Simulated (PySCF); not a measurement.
Cl2CrO2, singlet, at a GFN2-xTB geometry (such geometries of metal compounds can be far from the true shape); BHANDHLYP/6-31G* (PySCF).

The PySCF input:
```python
from pyscf import gto, scf, dft

mol = gto.Mole()
mol.atom = '''
    Cr    0.36161990   -0.06306063    0.11655214
    O     1.44045237   -0.59234025   -0.86408389
    O     0.79045337    0.20330658    1.58311746
    Cl   -0.38616068    1.66825371   -0.64495912
    Cl   -1.17419951   -1.39615227    0.14204619
'''
mol.basis = '6-31g*'
mol.verbose = 4
mol.build()

mf = dft.RKS(mol)
mf.xc = 'bhandhlyp'
mf.grids.atom_grid = (99, 590)
mf.grids.prune = None
mf.kernel()
```

Question: What does PySCF print? Leave out banner, timings and long lists.

Answer: 
```
PySCF version 2.14.0

[INPUT] verbose = 4
[INPUT] num. atoms = 5
[INPUT] num. electrons = 74
[INPUT] charge = 0
[INPUT] spin (= nelec alpha-beta = 2S) = 0
[INPUT] symmetry False subgroup None
[INPUT] Mole.unit = angstrom
[INPUT] Symbol           X                Y                Z      unit          X                Y                Z       unit  Magmom
[INPUT]  1 Cr     0.361619900000  -0.063060630000   0.116552140000 AA    0.683362572193  -0.119167319943   0.220251623832 Bohr   0.0
[INPUT]  2 O      1.440452370000  -0.592340250000  -0.864083890000 AA    2.722060474781  -1.119360845056  -1.632881900749 Bohr   0.0
[INPUT]  3 O      0.790453370000   0.203306580000   1.583117460000 AA    1.493740383539   0.384193755522   2.991658422417 Bohr   0.0
[INPUT]  4 Cl    -0.386160680000   1.668253710000  -0.644959120000 AA   -0.729737925276   3.152542618190  -1.218796098340 Bohr   0.0
[INPUT]  5 Cl    -1.174199510000  -1.396152270000   0.142046190000 AA   -2.218915489498  -2.638345418490   0.268428396138 Bohr   0.0

nuclear repulsion = 501.758778272417
number of shells = 40
number of NR pGTOs = 253
number of NR cGTOs = 98
basis = 6-31g*
ecp = {}

******** <class 'pyscf.dft.rks.RKS'> ********
method = RKS
initial guess = minao
damping factor = 0
level_shift factor = 0
DIIS = <class 'pyscf.scf.diis.CDIIS'>
diis_start_cycle = 1
diis_space = 8
diis_damp = 0
SCF conv_tol = 1e-09
SCF conv_tol_grad = None
SCF max_cycles = 50
direct_scf = True
direct_scf_tol = 1e-13
XC library pyscf.dft.libxc version 7.1.2
    S. Lehtola, C. Steigemann, M. J. T. Oliveira, and M. A. L. Marques,  SoftwareX 7, 1–5 (2018)
XC functionals = bhandhlyp
    A. D. Becke,  J. Chem. Phys. 98, 1372 (1993)
    Defined through Gaussian implementation.
radial grids:
    Treutler-Ahlrichs [JCP 102, 346 (1995); DOI:10.1063/1.469408] (M4) radial grids

becke partition: Becke, JCP 88, 2547 (1988); DOI:10.1063/1.454033
pruning grids: None
grids dens level: 3
symmetrized grids: False
atomic radii adjust function: <function treutler_atomic_radii_adjust>
User specified grid scheme (99, 590)
small_rho_cutoff = 0
Set gradient conv threshold to 3.16228e-05
Initial guess from minao.
tot grids = 292056
init E= -2115.35682073945
  HOMO = -0.429946991926972  LUMO = -0.256998404943509  gap/eV = 4.70617
cycle= 1 E= -2114.60843828141  delta_E= 0.748  |g|= 1.54  |ddm|=    3
  HOMO = -0.277459455225023  LUMO = -0.2758832049706  gap/eV = 0.04289
cycle= 2 E= -2103.89086742973  delta_E= 10.7  |g|= 7.99  |ddm|= 3.77
  HOMO = -0.377624801439336  LUMO = -0.182106826257111  gap/eV = 5.32032
cycle= 3 E= -2114.91659090228  delta_E=  -11  |g|= 0.894  |ddm|= 3.01
  HOMO = -0.412738557033277  LUMO = -0.175066406498277  gap/eV = 6.46739
cycle= 4 E= -2115.0164010434  delta_E= -0.0998  |g|= 0.354  |ddm|= 0.264
  HOMO = -0.404301501081108  LUMO = -0.16303547159616  gap/eV = 6.56518
cycle= 5 E= -2115.02971963592  delta_E= -0.0133  |g|= 0.194  |ddm|= 0.0814
  HOMO = -0.406372846469354  LUMO = -0.156967494565606  gap/eV = 6.78667
cycle= 6 E= -2115.03546568683  delta_E= -0.00575  |g|= 0.0178  |ddm|= 0.0787
  HOMO = -0.405547746027377  LUMO = -0.158483574176016  gap/eV = 6.72296
cycle= 7 E= -2115.03554402132  delta_E= -7.83e-05  |g|= 0.00397  |ddm|= 0.0183
  HOMO = -0.405636346151341  LUMO = -0.157629165341888  gap/eV = 6.74862
cycle= 8 E= -2115.03555527131  delta_E= -1.12e-05  |g|= 0.00352  |ddm|= 0.00752
  HOMO = -0.405664253147544  LUMO = -0.157505390493942  gap/eV = 6.75275
cycle= 9 E= -2115.03556075742  delta_E= -5.49e-06  |g|= 0.00104  |ddm|= 0.00544
  HOMO = -0.405674616450114  LUMO = -0.157394705839392  gap/eV = 6.75604
cycle= 10 E= -2115.03556107861  delta_E= -3.21e-07  |g|= 0.00164  |ddm|= 0.00237
  HOMO = -0.405669551000782  LUMO = -0.157288328535219  gap/eV = 6.75880
cycle= 11 E= -2115.03556170181  delta_E= -6.23e-07  |g|= 0.000178  |ddm|= 0.00129
  HOMO = -0.405666422617394  LUMO = -0.157252087730707  gap/eV = 6.75970
cycle= 12 E= -2115.03556175059  delta_E= -4.88e-08  |g|= 7.7e-05  |ddm|= 0.000595
  HOMO = -0.405671077534059  LUMO = -0.157244004232425  gap/eV = 6.76004
cycle= 13 E= -2115.03556175996  delta_E= -9.37e-09  |g|= 2.86e-05  |ddm|= 0.000294
  HOMO = -0.405667886574804  LUMO = -0.157240156201626  gap/eV = 6.76006
cycle= 14 E= -2115.03556176105  delta_E= -1.09e-09  |g|= 1.21e-05  |ddm|= 8.8e-05
  HOMO = -0.405668905520693  LUMO = -0.157240135969215  gap/eV = 6.76009
cycle= 15 E= -2115.03556176133  delta_E= -2.74e-10  |g|= 5.39e-06  |ddm|= 5.07e-05
  HOMO = -0.405667637126547  LUMO = -0.157239011056344  gap/eV = 6.76009
Extra cycle  E= -2115.03556176134  delta_E= -1.18e-11  |g|= 8.1e-06  |ddm|= 1.24e-05
converged SCF energy = -2115.03556176134
```
